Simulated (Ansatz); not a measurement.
Cost and result for the atomization energy of CH4ClF2NSi (`N[C@@H](F)[Si@@H](F)Cl`) (10 atoms, 9 bonds).

Cartesian coordinates in Å:
```
N 1.218 -0.487 -0.690
C -0.110 -0.042 -0.727
F -1.039 -1.043 -1.094
Si -0.603 0.662 0.956
F -2.163 0.951 0.977
Cl -0.173 -0.725 2.389
H 1.587 -0.765 -1.589
H 1.385 -1.206 0.001
H -0.206 0.738 -1.491
H 0.106 1.917 1.267
```

Charge 0, multiplicity 1. Geometry: relaxed with PBE0-D4/def2-TZVP. It is one conformer, not always the lowest. Program: Ansatz. All runs use 4 threads of an Arm Neoverse V2 on a shared host. Times are those of one run each, without the atoms' runs, and a repeat can differ threefold. Electronic energies, without spin–orbit coupling; frozen cores. CCSD(T)/CBS adds CCSD(T) − MP2 in def2-TZVPP to the MP2 limit, and its time is that of the two runs behind it. T1 = 0.011. B3LYP takes the VWN-RPA correlation (the form of Gaussian; ORCA's B3LYP/G).

CCSD(T)/CBS is a level of theory with its own doubt, some kJ/mol a heavy atom from the limit and from the frozen cores, so smaller differences don't rank the functionals.

| level | functions | wall time |
| --- | --- | --- |
| LDA (SPW92)/def2-TZVPP | 264 | 1.4 s |
| revPBE-D4/def2-TZVPP | 264 | 2.3 s |
| BLYP-D4/def2-TZVPP | 264 | 2.7 s |
| BHLYP-D4/def2-TZVPP | 264 | 4 s |
| r2SCAN-D4/def2-TZVPP (with forces) | 264 | 6 s |
| B3LYP-D4/def2-TZVPP (with forces) | 264 | 6 s |
| B2PLYP/def2-TZVPP | 264 | 6.5 s |
| CCSD(T)/def2-SVP | 112 | 8 s |
| ωB97X-V/def2-TZVPP | 264 | 9 s |
| B97M-V/def2-TZVPP | 264 | 12 s |
| MP2/def2-QZVPP | 488 | 26 s |
| CCSD(T)/def2-TZVPP | 264 | 4.9 min |
| CCSD(T)/CBS(def2) | – | 5.3 min |

**Question.** What atomization energy does each give, and how far from CCSD(T)/CBS? (Best estimate.)

**Answer.** Ansatz gave: 
```csv
level,atomization (kcal/mol),difference from CCSD(T)/CBS,per bond
LDA (SPW92)/def2-TZVPP,1024.1,142.6,15.8
revPBE-D4/def2-TZVPP,875.3,-6.2,-0.7
BLYP-D4/def2-TZVPP,880.7,-0.8,-0.1
BHLYP-D4/def2-TZVPP,845.3,-36.2,-4.0
r2SCAN-D4/def2-TZVPP (with forces),881.4,-0.1,0.0
B3LYP-D4/def2-TZVPP (with forces),877.2,-4.3,-0.5
B2PLYP/def2-TZVPP,868.7,-12.8,-1.4
CCSD(T)/def2-SVP,813.0,-68.5,-7.6
ωB97X-V/def2-TZVPP,885.4,3.9,0.4
B97M-V/def2-TZVPP,881.2,-0.3,0.0
MP2/def2-QZVPP,894.8,13.3,1.5
CCSD(T)/def2-TZVPP,852.4,-29.1,-3.2
CCSD(T)/CBS(def2),881.5,0.0,0.0
```

In def2-TZVPP, CCSD(T) changes the Hartree–Fock value by +233.7 kcal/mol (the triples alone add +15.3 kcal/mol) and MP2 by +258.7 kcal/mol; breaking electron pairs costs correlation energy, which Hartree–Fock lacks. The D4 term adds +9.1 kcal/mol with B3LYP and +4.8 kcal/mol with PBE0; it sums over pairs of atoms, weighted by their polarisabilities, and B3LYP, whose exchange is more repulsive, gets the larger term. From BLYP to BHLYP (50 % exact exchange), in def2-TZVPP and without D4, the atomization energy moves by −29.9 kcal/mol: exact exchange takes away binding that semilocal exchange gives to molecules.
